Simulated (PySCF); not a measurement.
Isomers of C6H17NSi2, from PBE0-D3(BJ)/def2-SVP geometry optimisation, gas phase in PySCF 2.14.0. One conformer each, no zero-point energy, no frequencies.

Problem. Which isomer lies lower at this level?
A. `[CH3:1][C:2]([CH3:3])([CH3:4])[N:5]1[SiH2:6][CH2:7][CH2:8][SiH2:9]1` with C2–N5–Si6–C7 180°, N5–Si6–C7–C8 -30°, Si6–C7–C8–Si9 37°, C7–C8–Si9–N5 -30°: A = 1813, B = 925.4, C = 731.9 MHz, dipole 0.26 D
B. `[CH2:1]=[C:2]([CH3:3])[Si@H:4]([NH2:5])[SiH2:6][CH2:7][CH2:8][CH3:9]` with C1–C2–Si4–N5 14°, C2–Si4–N5–H -84° and 63°, C2–Si4–Si6–C7 -39°, Si4–Si6–C7–C8 180°, Si6–C7–C8–C9 180°: A = 1599, B = 553.6, C = 449.5 MHz, dipole 1.00 D

Solution. A. That is `CC(C)(C)N1[SiH2]CC[SiH2]1`, 29.1 kcal/mol below the other.

```csv
SMILES,mapped SMILES,E (Eh),relative (kcal/mol),relative (kJ/mol),dipole (D)
CC(C)(C)N1[SiH2]CC[SiH2]1,[CH3:1][C:2]([CH3:3])([CH3:4])[N:5]1[SiH2:6][CH2:7][CH2:8][SiH2:9]1,-871.69883,0.0,0.0,0.26
C=C(C)[Si@H](N)[SiH2]CCC,[CH2:1]=[C:2]([CH3:3])[Si@H:4]([NH2:5])[SiH2:6][CH2:7][CH2:8][CH3:9],-871.65240,29.1,121.9,1.00
```

As drawn, the higher has an N–H bond, an Si–Si bond and a C=C bond outside aromatic rings, which the lower lacks.
